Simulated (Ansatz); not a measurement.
Energy difference R1 → P1 + P2, each structure at its B3LYP-D3(BJ)/def2-TZVP stationary point, reached from a drawn start (curvature not checked).
R1, HCl (SMILES Cl) (charge 0, multiplicity 1, Z-matrix in Å and degrees):
```
Cl
H 1 1.2820
```
P1: Cl atom, charge 0, multiplicity 2.
P2: H atom, charge 0, multiplicity 2.

P less R. No zero-point or thermal terms; singlets are restricted closed shells; open shells are unrestricted; no spin–orbit coupling.

Correlated levels freeze the cores. CBS(a, b) extrapolates the correlation energy as X⁻³ and adds the Hartree–Fock energy of set b.

Programs: Ansatz (a program for electronic structure). Each number belongs to the level named beside it.

### Question
Predict the reaction energy from B3LYP/def2-TZVPP.

### Answer
439 kJ/mol

### Question
What is the computed reaction energy (CCSD(T)/cc-pV(T+d)Z)?

### Answer
437 kJ/mol

### Question
What reaction energy does CCSD(T)/CBS(cc-pV(T+d)Z, cc-pV(Q+d)Z) give?

### Answer
450 kJ/mol
